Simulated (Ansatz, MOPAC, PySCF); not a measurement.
Dissociation curve of Mg₂, singlet. Each curve is given relative to its own lowest point near equilibrium.

```tsv
R / Å	A	B	C	D
2.72	36.3	43.9	95.0	85.9
2.86	20.6	27.4	58.6	67.1
3.03	9.1	14.8	30.2	51.0
3.30	1.2	4.8	7.8	32.7
3.42	0.2	2.7	3.4	25.8
3.50	0.0	1.7	1.6	21.4
3.60	0.2	0.9	0.4	16.0
3.68	0.5	0.5	0.0	12.0
3.83	1.6	0.1	0.1	5.7
3.97	2.9	0.0	0.6	3.9
4.16	4.7	0.2	1.6	2.2
4.52	7.7	0.9	3.1	0.4
4.82	9.4	1.5	3.6	0.0
5.39	11.3	2.5	—	0.3
5.95	12.1	3.1	—	1.2
6.47	12.4	3.5	—	2.0
7.14	12.5	3.7	—	2.8
7.90	12.5	3.9	—	3.3
8.73	12.5	4.0	—	3.5
9.84	12.5	4.0	—	3.5
10.77	12.5	4.1	—	3.6
```

Energies in kJ/mol.

Question: Match the curves with the methods PM7, restricted, heats of formation run with MOPAC 23.2.5; CCSDT(Q) on RHF/cc-pVTZ, frozen core (Ansatz, a quantum-chemistry and plane-wave program); PySCF 2.14.0 with unrestricted r2SCAN/cc-pVTZ; unrestricted MP2 (frozen core)/3-21G (PySCF).

Answer: A is UKS-r2SCAN; B is RCCSDT(Q); C is PM7; D is UMP2/3-21G.

Dashes: no converged value, or the column stops at the first point that the program doubted or that broke a chosen test of continuity, which isn't proof of a fault.

The unrestricted determinant behind UMP2/3-21G is spin-contaminated at 2.72 to 3.68 Å (<S²> up to 0.6, against 0.00 for a pure singlet).
